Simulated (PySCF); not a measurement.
## `CN[SiH2]c1ccc(C)o1`, C6H11NOSi

Geometry:
```csv
atom,x (Å),y (Å),z (Å)
C1,-3.938,-0.100,0.262
N2,-2.529,-0.340,0.072
Si3,-1.338,0.860,0.366
C4,0.288,0.063,-0.088
C5,0.664,-0.997,-0.867
C6,2.076,-1.045,-0.845
C7,2.478,-0.007,-0.054
C8,3.831,0.453,0.363
O9,1.402,0.663,0.402
H10,-4.409,0.353,-0.617
H11,-4.455,-1.035,0.488
H12,-4.065,0.579,1.101
H13,-2.360,-1.024,-0.650
H14,-1.485,2.113,-0.404
H15,-1.401,1.183,1.795
H16,0.013,-1.665,-1.393
H17,2.708,-1.748,-1.348
H18,3.771,1.478,0.721
H19,4.220,-0.173,1.167
H20,4.524,0.401,-0.474
```

Level of theory: PySCF, GIAO HF/pcSseg-1 magnetisability, rotational g tensor and spin-rotation constants, non-relativistic, gas phase. Geometry: GFN2-xTB.

Problem. Give the nuclear spin-rotation constants along the inertial axes (H = +C I·J) beside the isotropic shieldings.

Solution. Rotational constants 4.6399, 0.6304, 0.5664 GHz. A star marks the isotopologue with that one atom substituted, in its own axes.
| atom | isotope | Caa (kHz) | Cbb (kHz) | Ccc (kHz) | mean (kHz) | σ (ppm) |
| --- | --- | --- | --- | --- | --- | --- |
| N2 | 14N | 0.134 | 0.007 | 0.018 | 0.053 | 272.7 |
| H10 | 1H | -0.401 | -0.060 | 0.006 | -0.152 | 29.4 |
| H11 | 1H | -0.382 | -0.025 | -0.027 | -0.144 | 29.2 |
| H12 | 1H | -0.451 | 0.012 | -0.057 | -0.166 | 29.6 |
| H13 | 1H | -0.565 | -0.004 | -0.070 | -0.213 | 32.2 |
| H14 | 1H | -0.383 | -0.042 | 0.011 | -0.138 | 27.4 |
| H15 | 1H | -0.380 | -0.012 | -0.017 | -0.137 | 27.5 |
| H16 | 1H | -0.151 | 0.025 | -0.065 | -0.064 | 25.2 |
| H17 | 1H | -0.107 | 0.013 | -0.065 | -0.053 | 25.8 |
| H18 | 1H | -0.490 | 0.015 | -0.058 | -0.177 | 29.6 |
| H19 | 1H | -0.388 | -0.069 | 0.007 | -0.150 | 29.5 |
| H20 | 1H | -0.157 | -0.056 | -0.034 | -0.083 | 29.6 |
| C1 | 13C* | 0.575 | 0.106 | 0.084 | 0.255 | 164.0 |
| Si3 | 29Si* | -2.310 | -0.342 | -0.305 | -0.986 | 437.4 |
| C4 | 13C* | 2.234 | 0.230 | 0.105 | 0.856 | 36.3 |
| C5 | 13C* | 1.947 | 0.231 | 0.070 | 0.749 | 61.9 |
| C6 | 13C* | 1.782 | 0.200 | 0.068 | 0.683 | 81.2 |
| C7 | 13C* | 2.431 | 0.225 | 0.112 | 0.923 | 24.6 |
| C8 | 13C* | 0.561 | 0.081 | 0.074 | 0.238 | 177.8 |
| O9 | 17O* | -1.848 | -0.242 | -0.056 | -0.715 | 38.2 |

For the geometry as given, no vibrational averaging.
